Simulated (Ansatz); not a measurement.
Compare A (`C=C(F)[SiH2]N`) with its isomer B (`C[Si@@H]1N[C@H]1F`).

Gas-phase electronic energies from Ansatz, PBE0-D4/def2-TZVP geometries. CCSD(T)/CBS adds triple-zeta CCSD(T) − MP2 to the extrapolated MP2 energy (def2 sets, frozen cores). DFT in def2-TZVPP. Each species was taken in one conformer, which may not be the lowest.

A:

```xyz
11

C    -0.4937    1.5934    1.2152
C    -0.0711    1.0277    0.0948
F    -0.1621    1.7273   -1.0643
Si    0.6628   -0.6961   -0.0830
N    -0.1821   -1.7503   -1.1337
H    -0.4301    1.0424    2.1444
H    -0.9004    2.5987    1.2342
H     2.0351   -0.5607   -0.6317
H     0.6699   -1.2412    1.2982
H     0.0102   -1.7334   -2.1216
H    -1.1385   -2.0078   -0.9525
```

B:

Z-matrix (Å, degrees):
```
C
Si 1 1.858
H 1 1.091 2 111.0
H 1 1.093 2 110.4 3 120.6
H 1 1.094 2 110.6 3 -120.4
N 2 1.700 1 121.9 3 39.9
C 2 1.851 1 123.0 3 -16.4
H 2 1.481 1 112.4 3 -175.1
H 6 1.006 2 148.7 1 24.0
F 7 1.386 2 123.6 1 -153.0
H 7 1.091 2 124.1 1 -1.2
```

(1) Which isomer does CCSD(T)/CBS put lower? Give the gap. (Estimate.)

(2) Give E(B) − E(A) in kcal/mol with ωB97M-V, r2SCAN-D4, CCSD(T)/def2-TZVPP, PBE-D4, HF/def2-TZVPP, CCSD/def2-TZVPP, PBE0-D4. (Estimate.)

Largest T1 diagnostic: 0.012.

Results:

(1) Ansatz gave: A, by 17.0 kcal/mol.

(2) Ansatz gave: ωB97M-V 14.8, r2SCAN-D4 13.5, CCSD(T)/def2-TZVPP 17.1, PBE-D4 11.6, HF/def2-TZVPP 23.4, CCSD/def2-TZVPP 17.5, PBE0-D4 11.9. None reverses the order clearly.

In def2-TZVPP, CCSD(T) changes the Hartree–Fock value by −6.3 kcal/mol (the triples alone add −0.4 kcal/mol) and MP2 by −8.3 kcal/mol.
